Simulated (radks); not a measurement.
The numbers below are computed, except where a source is named.
Species: In2+. Configuration: [Kr] 4d10 5s1. Code: a radial shooting solver on a logarithmic mesh with Libxc functionals. Model: Dirac Kohn-Sham, PBE, spin-unpolarised, spherical densities, point nucleus. Some entries of the table are withheld. Estimate them.

orbital,occ.,eigenvalue (eV),<r> (bohr),<1/r> (bohr^-1)
1s1/2,2,-27755.01,0.02971,51.86
2s1/2,2,-4169.860,0.1281,12.00
2p1/2,2,-3889.730,0.1085,11.98
2p3/2,4,-3678.847,0.1137,11.19
3s1/2,2,-805.9382,0.3483,4.228
3p1/2,2,(1),0.3394,4.135
3p3/2,4,(2),0.3505,3.942
3d3/2,4,-454.9906,0.3223,3.785
3d5/2,6,-447.1871,0.3258,3.735
4s1/2,2,-137.6340,(3),1.642
4p1/2,2,-100.7390,0.9010,1.523
4p3/2,4,-94.0921,0.9312,1.461
4d3/2,4,-37.0458,1.156,(4)
4d5/2,6,-36.1728,1.171,(5)
5s1/2,1,-23.6676,2.342,0.5497

Answer. 
(1) 3p1/2 eigenvalue (eV): -692.9153
(2) 3p3/2 eigenvalue (eV): -654.8242
(3) 4s1/2 <r> (bohr): 0.8481
(4) 4d3/2 <1/r> (bohr^-1): 1.158
(5) 4d5/2 <1/r> (bohr^-1): 1.141
